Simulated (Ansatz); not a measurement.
```xyz
14

C    -1.928   -0.047   -0.567
O    -0.711    0.041   -1.257
C     0.214    0.917   -0.652
N     0.707    0.504    0.626
Si    1.657   -0.923    0.834
H    -2.590   -0.684   -1.153
H    -1.806   -0.492    0.428
H    -2.396    0.942   -0.454
H    -0.234    1.916   -0.556
H     1.041    0.970   -1.363
H     0.172    0.841    1.410
H     2.689   -0.930   -0.234
H     0.904   -2.208    0.758
H     2.282   -0.846    2.180
```

Charge 0, multiplicity 1.

(1) List the CAM-B3LYP/def2-TZVPP orbital energies in eV (Ansatz 0.2.0). (Best estimate.)

Results:

(1) Ansatz gave: Occupied: -1800.96, -522.51, -391.15, -280.87, -279.90, -145.50, -100.84, -100.82, -100.80, -30.71, -26.19, -21.62, -19.23, -17.09, -15.77, -15.32, -14.85, -13.80, -12.74, -11.85, -11.24, -11.06, -10.65, -9.27, -8.70. Lowest empty: 1.34, 2.26, 2.45, 2.79, 3.03, 3.27, 3.48, 3.95.
